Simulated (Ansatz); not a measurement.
IrCl, multiplicity 3 (lowest of 2S+1 = 1, 3, 5 at CCSD(T)/def2-TZVPP on PBE0 minima; our sources give no spin for the ground state, which may be another), most abundant isotopes (192.9629 and 34.9689 u). Constants from fifth-degree fits in 1/R to seven points on the lowest solution found; no spin–orbit coupling, no relativity up to Kr; ω_e x_e and α_e move by some per cent with the fit.

Correlated levels freeze the inner cores; with def2 sets outer-core shells near the valence are correlated too.

Codes used: Ansatz (an electronic-structure program) with Gaussian orbitals. Values without a source in brackets are computed. In def2 rows elements past Kr take small-core potentials, without spin–orbit coupling.

| level | r_e (Å) | ω_e (cm⁻¹) | ω_e x_e (cm⁻¹) | α_e (cm⁻¹) |
|---|---|---|---|---|
| PBE/def2-TZVPP | 2.1438 | 405.9 | 1.32 | 0.000528 |
| CCSD(T)/def2-TZVPP | 2.1682 | 404.9 | 1.22 | 0.000472 |

**Question.** Derive the rotational constants, the centrifugal constant, the fundamental, the zero-point energy and the force constant.

**Answer.** 
μ = 29.60400 u.
- PBE/def2-TZVPP: B_e = 16.8576/(μ r_e²) = 0.12390 cm⁻¹; B₀ = B_e − α_e/2 = 0.12363 cm⁻¹; D = 4B_e³/ω_e² = 4.62e-08 cm⁻¹; fundamental ω_e − 2ω_e x_e = 403 cm⁻¹; zero-point energy ω_e/2 − ω_e x_e/4 = 203 cm⁻¹; k = μ(2πcω_e)² = 287 N/m
- CCSD(T)/def2-TZVPP: B_e = 16.8576/(μ r_e²) = 0.12113 cm⁻¹; B₀ = B_e − α_e/2 = 0.12090 cm⁻¹; D = 4B_e³/ω_e² = 4.34e-08 cm⁻¹; fundamental ω_e − 2ω_e x_e = 402 cm⁻¹; zero-point energy ω_e/2 − ω_e x_e/4 = 202 cm⁻¹; k = μ(2πcω_e)² = 286 N/m
